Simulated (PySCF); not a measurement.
[NiCl4]2-: what the settings change

[NiCl4]2-: Ni(II) (d8), charge -2. The structure is a PBE0-D3(BJ)/def2-TZVP, IEF-PCM water geometry optimised for multiplicity 3; coordination tetrahedral, point group C2v, metal–donor distances 2.29 Å.

```
5

Ni    0.0000    0.0000    0.0000
Cl    1.4426    1.4426    1.0293
Cl    1.2999   -1.2999   -1.3576
Cl   -1.4426   -1.4426    1.0293
Cl   -1.2999    1.2999   -1.3576
```

Method (PySCF 2.14, density fitting): CASSCF(8,5) with orbitals averaged over all microstates of the shell, strongly contracted NEVPT2 on the averaged canonical orbitals; basis x2c-TZVPall on the metal, x2c-SVPall elsewhere; spin-free X2C; IEF-PCM water; spin-orbit coupling by state interaction with the mean-field operator over all roots.

Base run: NEVPT2 ground state 3B2 (from 3T1), next 3B1 (from 3T1) at 1469, then 3A2 (from 3T1) at 1823 cm⁻¹, 10Dq(CASSCF) 2402, B(CASSCF) 1250, ζ 638 cm⁻¹, μeff(300 K) 4.10 μB.

Q: What happens with the basis x2c-TZVPall on all atoms?

A: NEVPT2 ground state 3B2 (from 3T1), next 3B1 (from 3T1) at 1548, then 3A2 (from 3T1) at 1853 cm⁻¹, 10Dq(CASSCF) 2437, B(CASSCF) 1250, ζ 638 cm⁻¹, μeff(300 K) 4.08 μB. It took 13 s against 5.8 s on a shared host of the same kind.

Q: What happens with orbitals averaged over the highest spin alone?

A: NEVPT2 ground state 3B2 (from 3T1), next 3B1 (from 3T1) at 1412, then 3A2 (from 3T1) at 1756 cm⁻¹, 10Dq(CASSCF) 2384, B(CASSCF) 1257, ζ 641 cm⁻¹, μeff(300 K) 4.14 μB.

NEVPT2 lifts 3B2 (from 3T2) from 2931 to 4546 cm⁻¹; on the d shell alone such lifts tend to overshoot.
